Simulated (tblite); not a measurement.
Compound: C₂H₂F₃O₃S (doublet state).
Numbering: `[O:1][CH2:2][S:3](=[O:4])(=[O:5])[C:6]([F:7])([F:8])[F:9]` (hydrogens: H10, H11 on C2)

The geometry is computed with GFN2-xTB (gas phase). This method treats the open shell by occupation alone, without spin polarisation.

(1) Give the optimised bond lengths and angles.

## Answers

(1) 
```json
{"bond": "O1–C2", "length (pm)": "123.0", "order": "single"}
{"bond": "C2–S3", "length (pm)": "211.2", "order": "single"}
{"bond": "S3=O4, S3=O5", "length (pm)": "143.0", "order": "double"}
{"bond": "S3–C6", "length (pm)": "193.6", "order": "single"}
{"bond": "C6–F7", "length (pm)": "132.0", "order": "single"}
{"bond": "C6–F8, C6–F9", "length (pm)": "131.4", "order": "single"}
{"bond": "C2–H10, C2–H11", "length (pm)": "110.5", "order": "single"}
```

Bonds in one row agree within 1 pm and their mean is given. Orders are formal, as drawn. A selection of angles:
```json
{"angle": "O1–C2–S3", "degrees": "101.0"}
{"angle": "C2–S3–O4", "degrees": "110.1"}
{"angle": "C2–S3–O5", "degrees": "113.5"}
{"angle": "C2–S3–C6", "degrees": "100.1"}
{"angle": "O4–S3–O5", "degrees": "118.9"}
{"angle": "O4–S3–C6", "degrees": "105.8"}
{"angle": "S3–C6–F7", "degrees": "105.9"}
{"angle": "S3–C6–F8", "degrees": "108.4"}
{"angle": "S3–C6–F9", "degrees": "111.2"}
{"angle": "F7–C6–F8", "degrees": "109.9"}
{"angle": "F8–C6–F9", "degrees": "111.1"}
```

Dihedral angles: O1–C2–S3–O4 145° (anticlinal); C2–S3–C6–F7 168° (antiperiplanar). The mirror-image conformer, all signs reversed, is as good.

S3 (sulfur bonded to 2 C and 2 O) is distorted tetrahedral (angles from 100.1° to 118.9°). Of the pairs four or more bonds apart, O1···F9 is among the closest relative to their van der Waals radii: 2.85 Å, 95 % of the sum of Bondi's values. The 2 C–S bonds span 1.936 Å (S3–C6, drawn single) to 2.112 Å (C2–S3, drawn single), a spread of 0.176 Å.

Point group: C1 (no symmetry element, even within 0.4 Å). Its GFN2-xTB frequencies are all real (lowest 42 cm⁻¹).

The run took 0.37 s on one thread of an Arm Neoverse V1, shared host with 32 logical CPUs at a one-minute load of 28. That covers the optimisation of the geometry.
